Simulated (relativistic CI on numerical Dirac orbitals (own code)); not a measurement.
**Charge states of ruthenium**

Calculated at this level of theory: Dirac-Coulomb-Breit CI, orbitals from a KLI potential per configuration, model QED, valence Slater integrals scaled by 0.9 (own radial code, finite nucleus).

Each species is treated in one configuration, given outside its closed core. Radial values are for the open shell of highest l, unscaled and averaged over j; ζ includes the Breit term. Labels give the leading LS character, summed over repeated terms.

```csv
Ion,Configuration,Its lowest level,LS weight (%),Next level,E (cm⁻¹),g_J,g√(J(J+1)),F² (cm⁻¹),F⁴ (cm⁻¹)
Ru,4d7 5s,5F_5,99,5F_4,1131,1.399,7.66,57660,37080
Ru+,4d7,4F_9/2,99,4F_7/2,1413,1.331,6.62,60290,38960
Ru2+,4d6,5D_4,99,5D_3,1082.3,1.498,6.70,65420,42660
Ru3+,4d5,6S_5/2,99,4G_5/2,24242,1.999,5.91,69850,45880
Ru4+,4d4,5D_0,97,5D_1,465.6,,0.00,73770,48760
Ru5+,4d3,4F_3/2,98,4F_5/2,1396.3,0.405,0.79,77320,51370
Ru6+,4d2,3F_2,98,3F_3,2704.1,0.674,1.65,80570,53770
Ru7+,4d,2D_3/2,100,2D_5/2,4226.8,0.799,1.55,,
Ru8+,3d10 4s2 4p6,1S_0,100,,,,0.00,,
Ru9+,3d10 4s2 4p5,2P°_3/2,100,2P°_1/2,33252,1.333,2.58,,
Ru10+,3d10 4s2 4p4,3P_2,86,3P_0,21113,1.431,3.50,104800,
Ru11+,3d10 4s2 4p3,4S°_3/2,78,2D°_3/2,33585,1.821,3.53,106500,
Ru12+,3d10 4s2 4p2,3P_0,88,3P_1,25713,,0.00,108100,
Ru13+,3d10 4s2 4p,2P°_1/2,100,2P°_3/2,39460,0.665,0.58,,
Ru14+,3d10 4s2,1S_0,100,,,,0.00,,
Ru15+,3d10 4s,2S_1/2,100,,,2.001,1.73,,
Ru16+,3d10,1S_0,100,,,,0.00,,
Ru17+,3d9,2D_5/2,100,2D_3/2,35254,1.198,3.54,,
Ru18+,3d8,3F_4,97,J = 2 (mixed),31561,1.241,5.55,277800,177800
Ru19+,3d7,4F_9/2,89,4F_7/2,29287,1.305,6.49,283400,181600
Ru20+,3d6,5D_4,87,5D_3,21761,1.462,6.54,288900,185400
Ru21+,3d5,6S_5/2,90,J = 5/2 (mixed),83097,1.955,5.78,294400,189100
Ru22+,3d4,?,?,?,?,?,?,?,?
Ru23+,3d3,4F_3/2,86,4F_5/2,23197,0.464,0.90,305200,196500
```

Q: Fill in the row of Ru22+.

A: Its lowest level 5D_0; LS weight (%) 70; Next level 5D_1; E (cm⁻¹) 15641; g√(J(J+1)) 0.00; F² (cm⁻¹) 299800; F⁴ (cm⁻¹) 192800.

With one configuration, terms of near-neutral atoms and ions can be 10 to 25 % off, and close levels can change places.
